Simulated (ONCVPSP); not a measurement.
Logarithmic derivatives: O (Z = 8), ONCV

O (Z = 8), optimised norm-conserving Vanderbilt (ONCV), made with ONCVPSP 4.0.1 (LDA (Perdew-Wang 92), scalar-relativistic). Core [He], reference 2s1.5 2p4.5. Waves: 2s: rc 0.65 bohr, ncon 5, nbas 10, qcut 11.1 1/bohr, 2 projectors, debl 0.5 Ha; 2p: rc 1.15 bohr, ncon 3, nbas 6, qcut 11.6 1/bohr, 2 projectors, debl 2.9 Ha; d scattering state at 0.44 Ha: rc 1.15 bohr, ncon 4, nbas 8, qcut 8.1 1/bohr, 2 projectors, debl 1.9 Ha. Local part: polynomial inside 0.40 bohr (lpopt 5, dvloc0 1 Ha). Core correction: none.

In the s channel the program set the typed energies aside and used -0.881, 0.250 Ha.

The phase is arctan(r·R′/R) of the radial function R(r), unwrapped; energies in Ha, scanned from -2 to 5 Ha. A pole is an energy at which the radial function vanishes at the test radius. The pseudo phase is shifted by a multiple of π to meet the all-electron one at the reference energy, and phase errors are pseudo minus all-electron; the curves can meet again beyond the range given. Levels narrower than the energy grid can be missing from the lists of poles.

**Question.** For each channel, where are the poles, and over which energies does the pseudopotential scatter like the atom?

**Answer.**

```tsv
channel	radius (bohr)	reference energy (Ha)	poles, all-electron	poles, pseudo	unbroken range about the reference energy with phases within 0.05 rad	phase error 1 Ha above the reference energy (rad)
s	0.66	-0.88	none	none	the whole range	+0.000
p	1.16	-0.35	1.54	1.54	the whole range	-0.000
d	1.16	0.44	none	none	the whole range	+0.000
```

Note: ghosts flagged at negative energy: s at -381.0 eV; GHOST(+) flagged for d at 221.5 eV. A true bound ghost makes a file unfit for plane-wave use.

Phases in the p channel:

```
E (Ha)  all-electron  pseudo
 -1.98         0.522   0.522
 -1.62         0.249   0.249
 -1.26        -0.119  -0.119
 -0.90        -0.519  -0.519
 -0.54        -0.849  -0.849
 -0.18        -1.084  -1.084
  0.18        -1.246  -1.246
  0.54        -1.363  -1.363
  0.90        -1.452  -1.452
  1.26        -1.523  -1.523
  1.62        -1.584  -1.584
  1.98        -1.640  -1.640
  2.34        -1.693  -1.693
  2.70        -1.746  -1.746
  3.06        -1.804  -1.804
  3.42        -1.869  -1.869
  3.78        -1.946  -1.947
  4.14        -2.045  -2.045
  4.50        -2.177  -2.178
  4.86        -2.363  -2.366
```
